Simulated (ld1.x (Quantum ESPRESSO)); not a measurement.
## What the settings do to the PAW potential of B

Base potential:

boron, PAW, made with ld1.x (Quantum ESPRESSO) 7.5 (PBEsol, scalar-relativistic). Core [He], reference 2s2 2p1. Waves: 2s (bound): rcut 1.30, rcutus 1.45 bohr; 2s channel at -0.25 Ry: rcut 1.30, rcutus 1.45 bohr; 2p (bound): rcut 2.80, rcutus 3.55 bohr; 2p channel at 4.45 Ry: rcut 2.80, rcutus 3.55 bohr. Local part: all-electron potential smoothed inside 2.95 bohr (lloc = -2). Core correction: Bessel-smoothed model core, default radius (core density twice the valence density). Augmentation charge: PSQ, radius 0.95 bohr.

Cutoffs, loose and tight: the cutoffs (Ry, on a coarse ladder) from which the occupation-weighted sum of valence levels, in a spherical-Bessel basis at the reference potential, stays within 10 and 1 mRy of its value at 400 Ry. They do not see the model core or the augmentation charge, which bear on the density cutoff. Test errors are all-electron minus pseudo excitation energies from the reference, over the configurations 2s2 2p0; 2s1 2p0; 2s2 2p0.5; 2s0 2p3; 2s2 2p1.3; 2s1 2p1; 2s1 2p2. A dash means not determined; rows that change the core or the reference have their own tests. The largest error is taken over the tests solved by every variant that gives reliable tests at all: 2s0 2p3; 2s1 2p0; 2s2 2p0; 2s2 2p0.5.

Cutoffs are not given where the Bessel-basis levels miss the radial ones by over 6 mRy, ghosts where they miss by over 20 mRy; a channel whose overlap is not positive is not tested.

A file whose overlap is not positive is unfit for use, and its test errors describe a broken file.

```tsv
change	outcome	cutoff, loose	cutoff, tight	bound ghosts	largest test error (meV)
base	generated	6 Ry	15 Ry	none	+56
waves 2s (bound): rcut 1.00, rcutus 1.06 bohr; 2s channel at -0.25 Ry: rcut 1.00, rcutus 1.06 bohr	generated	25 Ry	35 Ry	none	-21
waves 2s (bound): rcut 1.12, rcutus 1.18 bohr; 2s channel at -0.25 Ry: rcut 1.12, rcutus 1.18 bohr	generated	18 Ry	30 Ry	none	-20
waves 2s (bound): rcut 1.30, rcutus 1.40 bohr; 2s channel at -0.25 Ry: rcut 1.30, rcutus 1.40 bohr	generated, overlap not positive	–	–	not determined (overlap not positive)	+59
waves 2s (bound): rcut 1.30, rcutus 1.72 bohr; 2s channel at -0.25 Ry: rcut 1.30, rcutus 1.72 bohr	generated	6 Ry	8 Ry	none	-20
waves 2s (bound): rcut 1.30, rcutus 1.92 bohr; 2s channel at -0.25 Ry: rcut 1.30, rcutus 1.92 bohr	generated	6 Ry	10 Ry	none	-21
waves 2s (bound): rcut 1.30, rcutus 2.08 bohr; 2s channel at -0.25 Ry: rcut 1.30, rcutus 2.08 bohr	generated	6 Ry	10 Ry	none	-21
```

Reading the sweep of the s radius (base included, trends over the rows without a ghost): The loose cutoff falls from 25 Ry at 1.06 to 6 Ry at 2.08 bohr. A larger radius leaves more room for a smooth pseudo-wave, so fewer plane waves are needed; a smaller one forces it to follow the all-electron wave where it bends sharply. The median size of the test errors (rows with all tests solved) stays near 12.0 meV.
